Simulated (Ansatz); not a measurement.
Consider the formal hydrolysis of the Si–S bond: `O[SiH](S)CCl` + H₂O → `O[SiH](O)CCl` + H₂S.

Gas-phase electronic energies from Ansatz, PBE0-D4/def2-TZVP geometries. CCSD(T)/CBS adds triple-zeta CCSD(T) − MP2 to the extrapolated MP2 energy (def2 sets, frozen cores). This one scheme is used for every species. DFT in def2-TZVPP. B3LYP here is the variant with VWN-RPA as its local correlation; programs differ in this. Each species was taken in one conformer, which may not be the lowest.

```csv
level,ΔE (kJ/mol)
PBE-D4,-30.8
B3LYP-D4,-44.2
ωB97X-V,-44.9
HF/def2-TZVPP,-64.6
```

(1) What does CCSD(T)/CBS give? (An estimate is asked.)

Largest T1 diagnostic among the species: 0.011.

Answers

(1) Computed: -41.3 kJ/mol. The listed levels differ from it by 10.5, -2.9, -3.6, -23.3 kJ/mol.

The D4 term adds +7.7 kJ/mol with B3LYP and +4.2 kJ/mol with PBE0; it sums over pairs of atoms, weighted by their polarisabilities, and B3LYP, whose exchange is more repulsive, gets the larger term. In def2-TZVPP, CCSD(T) changes the Hartree–Fock value by +18.4 kJ/mol (the triples alone add +3.6 kJ/mol) and MP2 by +23.2 kJ/mol.
